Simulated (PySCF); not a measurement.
B3LYP has the VWN-RPA correlation part, as in Gaussian. Delta-SCF ions had no search for a lower state. Excitations are Tamm–Dancoff values on a coarser integration grid. The basis has no diffuse functions, so Rydberg states are missing or too high.

## CH₂N₂, SMILES `N#CN` (charge 0, multiplicity 1)

Computed with PySCF 2.14.0 with B3LYP-D3(BJ)/def2-TZVP.

The HOMO is -7.78 eV. The dipole moment is 4.66 D. The LUMO comes out as -0.24 eV and the HOMO–LUMO gap is 7.54 eV. The S1 excitation (TDA) is 6.41 eV. The S1 oscillator strength comes out as 0.002 and the T1 excitation (TDA) is 6.05 eV. The S1–T1 gap (TDA) is 0.36 eV, the vertical ionisation energy (Delta-SCF) is 10.71 eV and the total energy comes out as -148.8535 Ha. The cost is around 40 core-seconds (rough).

Bonds (Å): N1–C2 1.155, C2–N3 1.339, N3–H4 1.009, N3–H5 1.009. Bond angles (°): N1–C2–N3 177.5, C2–N3–H4 115.6, C2–N3–H5 115.6, H4–N3–H5 113.8.
Charge 0, spin multiplicity 1.
